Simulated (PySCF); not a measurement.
Species: [NbOF4]- (charge -1 and singlet state).
Bonds: Nb1–O2, Nb1–F3, Nb1–F4, Nb1–F5, Nb1–F6.

The calculation used PBE0-D3(BJ)/def2-SVP geometry optimisation, gas phase, def2 core potentials past Kr (PySCF).

Give the optimised bond lengths and angles.

| bond | length (Å) |
| --- | --- |
| Nb1–O2 | 1.707 |
| Nb1–F3 and 3 like bonds | 1.922 |

Bonds in one row agree within 0.01 Å and their mean is given. A selection of angles:
| angle | degrees |
| --- | --- |
| O2–Nb1–F3 | 106.1 |
| F3–Nb1–F4 | 85.6 |
| F3–Nb1–F5 | 147.7 |

All 4 F–Nb bonds measure 1.922 Å. Nb1 (niobium bonded to 4 F and O) is square pyramidal (τ5 = (β − α)/60° = 0.00 from the two widest angles, 147.8° and 147.7° (0 for a square pyramid, 1 for a trigonal bipyramid)).

Point group: C4v (every atom within 0.08 Å of its image). PBE0-D3(BJ)/def2-SVP frequencies: not computed here. The geometry's basis has no diffuse functions, a weakness for an anion.

The run took 24 s wall on one thread, Arm Neoverse V1, shared host. This is the geometry optimisation.
